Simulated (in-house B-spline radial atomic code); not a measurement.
A run on Ga VI (Ga5+) (an excited or competing configuration) that did not converge. Method: non-relativistic wB97X, spin-polarised, spherical fractional occupations, point nucleus; computed with a B-spline radial code for spherical atoms.

Command:
```bash
python run_scf.py task.json out
```
Settings:
```
Z                31
configuration    [Ar] 3d7 4f1
hamiltonian      nr
method           wb97x
spin_polarised   True
```

First and last ten iterations of the last attempt (damped for 15 steps, keeping 80 % of the old Fock matrix, then DIIS):
```
 iter        energy (Eh)    residual
    1       -1891.596249    9.85e-01
    2       -1905.781972    7.48e-01
    3       -1909.688116    5.30e-01
    4       -1911.759820    3.68e-01
    5       -1912.829739    2.51e-01
    6       -1913.367225    1.69e-01
    7       -1913.630513    1.13e-01
    8       -1913.756946    7.67e-02
    9       -1913.816852    5.29e-02
   10       -1913.845052    3.63e-02
  111       -1913.871151    2.97e-05
  112       -1913.871151    5.45e-06
  113       -1913.871151    4.49e-06
  114       -1913.871151    4.57e-06
  115       -1913.871151    1.13e-05
  116       -1913.871151    5.23e-06
  117       -1913.871151    5.49e-06
  118       -1913.871151    6.35e-06
  119       -1913.871151    7.44e-06
  120       -1913.871151    3.13e-05
 not converged after 120 iterations
```

The smallest residual met was 1.4e-06; the threshold is about 3e-07. Over the last five steps the energy moves by less than 1e-08 hartree, but the orbitals didn't meet the threshold. Run time, properties included: 5.3 s on 1 thread of Arm Neoverse V2, with other jobs on the host.
